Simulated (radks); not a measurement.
The numbers below are computed, except where a source is named.
Fractional charge and spin in the 2s shell of magnesium: the spin-up occupation runs from 0 to 1 and the spin-down occupation from 0 to 1; the fullest corner is Mg3+, [He] 2p(up 2.5, down 2.5) 2s(up 1, down 1). Level of theory: non-relativistic Kohn-Sham, PBEsol, spin-polarised, spherical densities, point nucleus (a radial shooting solver on a logarithmic mesh with Libxc functionals). Energy (eV) above the fullest corner. The planes named below are the two flat planes that join the four corners, with an edge along up + down = one added electron.

\begin{tabular}{lrrrrr}
down \ up & 0 & 0.25 & 0.5 & 0.75 & 1 \\ \hline
0 & 318.745 & 271.844 & 226.886 & 183.860 & 142.753 \\
0.25 & 271.844 & 227.107 & 184.285 & 143.366 & 104.337 \\
0.5 & 226.886 & 184.285 & 143.570 & 104.730 & 67.749 \\
0.75 & 183.860 & 143.366 & 104.730 & 67.939 & 32.976 \\
1 & 142.753 & 104.337 & 67.749 & 32.976 & 0.000 \\
\end{tabular}

Corners above the fullest one (they belong to Mg4+ and the next ion): (up 1, down 0) 142.75 eV, (up 0, down 1) 142.75 eV, (up 0, down 0) 318.74 eV. With half an added electron in each spin the energy lies 0.817 eV from the planes, and with half an added electron in spin up alone -3.863 eV. The planes are only a guide here: the flat-plane condition holds for ground states with one frontier orbital, while this shell lies below other occupied shells, so the corners above the fullest one are inner-hole states and not the ground states of those ions.
